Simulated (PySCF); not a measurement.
Two-component Hartree-Fock for Ru (ruthenium, neutral)

Start: [Kr] 4d8; 4d3/2 filled at m_j = -1/2, +1/2, +3/2; 4d5/2 filled at m_j = -3/2, -1/2, +1/2, +3/2, +5/2. Calculated with PySCF 2.14 in x2c-SVPall-2c with one added diffuse shell each of s, p, d type (7s9p7d1f, 76 functions): generalised Hartree-Fock with the X2C-1e Hamiltonian and a Gaussian nucleus; one run each with spin-orbit coupling (SO) switched off, then screened by Boettger's factors. This is a chosen level, not necessarily the ground level.

```tsv
spinor shell	electrons	ε, spin-free (eV)	ε, screened SO (eV)	weight of nominal j (screened SO)	rms radius, screened SO (bohr)
1s1/2	2	-22227.9	-22226.6	1.000	0.0384
2s1/2	2	-3271.6	-3271.2	1.000	0.158
2p1/2	2	-2923.9	-3014.5	1.000	0.137
3s1/2	2	-607.35	-607.23	1.000	0.428
3p1/2	2	-489.84	-505.79	1.000	0.425
3p3/2	4	-489.84	-482.30	1.000	0.436
3d3/2	4	-300.87	-303.63	0.997	0.417
3d5/2	6	-300.87	-298.89	0.998	0.420
4s1/2	2	-90.436	-90.395	1.000	1.10
4p1/2	2	-55.409	-58.944	0.932	1.21
4p3/2	4	-55.409	-53.677	0.966	1.24
4d5/2	5	-7.535	-7.427	0.616	2.02
4d3/2	3	-7.535	-7.726	0.647	1.97
```

Where does 2p3/2 lie, and what is the 2p spin-orbit splitting (screened SO)?

At -2881.5 eV, 133.03 eV above 2p1/2.

```
   quantity    spin-free  screened SO
E (hartree)  -4527.18696  -4527.81066
        M_J            4            4
       ⟨J²⟩       20.040       20.033
       ⟨L²⟩       12.019       12.075
       ⟨S²⟩        2.021        2.021
```

Each row is a mean over spinors that exchange with the open shell spreads, by up to 6.276 eV (4p3/2).

Rows whose weight is well below 1 are mixtures of j = l ± 1/2: exchange outweighs spin-orbit coupling there, and the label is only the starting occupation.

Breit and QED terms are absent; they matter most for the inner s and p1/2 levels.

Densities and radii are taken from the X2C orbitals without a picture-change correction, which distorts them close to the nucleus.

Without spin-orbit coupling the j labels of p, d and f shells carry no meaning; the spin-free column gives the mean over the occupied spinors of each nl shell.
